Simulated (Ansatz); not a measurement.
Mulliken charges of CH₅O₂Sn, SMILES `C[O][SnH][OH]` radical from ωB97M-V/def2-TZVPP in Ansatz (PBE0-D4/def2-TZVP geometry).

```csv
atom,x (Å),y (Å),z (Å),charge (e)
C1,-1.406,0.709,0.301,-0.172
O2,-0.023,0.485,0.362,-0.527
Sn3,0.952,-0.593,-0.978,0.818
O4,2.697,-0.746,-0.087,-0.530
H5,-1.736,1.087,1.273,0.115
H6,-1.671,1.459,-0.455,0.109
H7,-1.979,-0.205,0.090,0.101
H8,0.284,-2.210,-0.977,-0.091
H9,2.883,0.014,0.471,0.176
```

Problem. By hand: the dipole of these point charges (1 e Å = 4.8032 D).

Solution. Σ q r = (-0.497, 0.000, -0.719) e Å, of length 0.874 e Å = 4.20 D.

Problem. How does the dipole of the full density compare? (Best estimate.)

Solution. Computed: (-0.314, 0.147, -0.267) e Å, 2.10 D; the point charges give 2.00 times that, at 25° from its direction.

Point charges leave out the atoms' own dipoles, such as those of lone pairs, and Mulliken's split depends on the basis, so the two needn't agree.
